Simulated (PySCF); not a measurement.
This PySCF input asks for the NMR shieldings of `CC[C@H]1C[C@@](F)(C(=O)F)C1`, C7H10F2O; the geometry comes from GFN2-xTB.

```python
import basis_set_exchange as bse
import numpy as np
from pyscf import gto, dft
from pyscf.prop import nmr

atoms = """
C    -2.544094    0.304125    0.407527
C    -1.309317   -0.588457    0.364651
C    -0.419546   -0.267343   -0.828560
C     0.400870    1.031349   -0.692986
C     1.701240    0.206158   -0.597130
F     2.625811    0.506199   -1.568326
C     2.350687    0.232410    0.755482
O     1.834970    0.042651    1.802361
F     3.671454    0.505127    0.692767
C     0.891231   -1.077191   -0.879984
H    -2.261648    1.350936    0.485078
H    -3.162271    0.053191    1.265192
H    -3.139650    0.176963   -0.493819
H    -1.620062   -1.633385    0.297297
H    -0.732752   -0.469058    1.283687
H    -1.003023   -0.319968   -1.748736
H     0.401309    1.663186   -1.577717
H     0.185151    1.630685    0.188328
H     1.135139   -1.487158   -1.856893
H     0.989352   -1.849741   -0.120647
"""
names = dict.fromkeys(["C", "F", "O", "H"], "pcSseg-1")
basis = {el: gto.basis.parse(bse.get_basis(n, elements=[el], fmt="nwchem")) for el, n in names.items()}
mol = gto.M(atom=atoms, basis=basis, charge=0, verbose=0)
mf = dft.RKS(mol, xc="PBE0")
mf.grids.level = 2
mf.grids.alignment = dft.numint.BLKSIZE   # the property module wants whole blocks of grid points
mf.conv_tol = 1e-9
mf.kernel()

calc = nmr.RKS(mf)   # GIAO
C = mf.mo_coeff
Co = C[:, mf.mo_occ > 0]
resp = mf.gen_response(singlet=True, hermi=2)
def vind(x):   # induced exchange potential for any number of trial vectors
    d = np.einsum("pi,xij,qj->xpq", C, 2 * x.reshape(-1, C.shape[1], Co.shape[1]), Co, optimize=True)
    return np.einsum("xpq,pi,qj->xij", resp(d - d.transpose(0, 2, 1)), C, Co, optimize=True).ravel()
mo1, _ = nmr.rhf.solve_mo1(calc, with_cphf=vind)
sigma = calc.kernel(mo1)
for i, s in enumerate(sigma):   # ppm
    print("%2d %-2s %9.2f" % (i, mol.atom_pure_symbol(i), np.trace(s) / 3))
```

Question: What are the results?

Answer: 
```
 0 C     173.00
 1 C     155.49
 2 C     158.82
 3 C     146.78
 4 C      95.63
 5 F     347.10
 6 C      10.26
 7 O     -97.07
 8 F     124.52
 9 C     145.00
10 H      30.85
11 H      30.50
12 H      31.00
13 H      30.22
14 H      29.71
15 H      29.67
16 H      28.90
17 H      29.46
18 H      28.79
19 H      29.47
```

These numbers come from an equivalent density-fitted implementation of the same equations, which agrees with the script to about 0.01 ppm for H and up to a few tenths of a ppm for heavy atoms, so last digits may differ.

Size and cost of the density-fitted run: 220 basis functions, 51 s wall time on 1 thread of an Arm Neoverse V1, shared host; peak memory 1 GiB.
